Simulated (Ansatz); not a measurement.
Isolated molecules relaxed with PBE0-D4/def2-TZVP in Ansatz; ΔE leaves out vibrations. CBS: MP2 limit from def2 TZ/QZ plus the TZ coupled-cluster correction, frozen cores. This one scheme is used for every species. DFT in def2-TZVPP. B3LYP here is the variant with VWN-RPA as its local correlation; programs differ in this. Each species was taken in one conformer, which may not be the lowest.

`FCOC[SiH3]` + H–F → `FCOCF` + SiH₄  (substitution at a C–Si bond)

`FCOC[SiH3]`:

```xyz
12

F     1.655   -1.010    0.298
C     0.442   -1.685    0.261
O    -0.551   -0.934    0.805
C    -0.986    0.162    0.003
Si    0.241    1.605   -0.194
H     0.551   -2.585    0.868
H     0.258   -1.923   -0.795
H    -1.880    0.547    0.499
H    -1.305   -0.203   -0.985
H     0.849    1.946    1.115
H    -0.568    2.760   -0.676
H     1.294    1.320   -1.198
```

H–F:

Cartesian coordinates in Å:
```
F -0.331 0.301 0.105
H 0.331 -0.301 -0.105
```

`FCOCF`:

```xyz
9

F     1.387    0.299   -1.285
C     0.070   -0.078   -1.161
O    -0.114   -0.807   -0.002
C    -0.090   -0.061    1.160
F    -1.250    0.666    1.288
H    -0.532    0.836   -1.169
H    -0.178   -0.736   -1.993
H     0.743    0.648    1.173
H    -0.035   -0.767    1.989
```

SiH₄:

Z-matrix (Å, degrees):
```
Si
H 1 1.485
H 1 1.485 2 109.5
H 1 1.485 2 109.5 3 -120.0
H 1 1.485 2 109.5 3 120.0
```

CCSD(T)/CBS gives +33.6 kJ/mol.

Task: Another level gave +23.8 kJ/mol. Which?
A. MP2/def2-TZVPP
B. ωB97M-V/def2-TZVPP
C. B3LYP/def2-TZVPP
D. B2PLYP/def2-TZVPP

Result: B. ωB97M-V 23.8, B2PLYP 19.1, B3LYP 12.1, MP2/def2-TZVPP 34.7 kJ/mol.

Largest T1 diagnostic among the species: 0.012.

The D4 term adds +9.9 kJ/mol with B3LYP and +5.5 kJ/mol with PBE0; it sums over pairs of atoms, weighted by their polarisabilities, and B3LYP, whose exchange is more repulsive, gets the larger term. In def2-TZVPP, CCSD(T) changes the Hartree–Fock value by +29.7 kJ/mol (the triples alone add +2.8 kJ/mol) and MP2 by +38.6 kJ/mol.
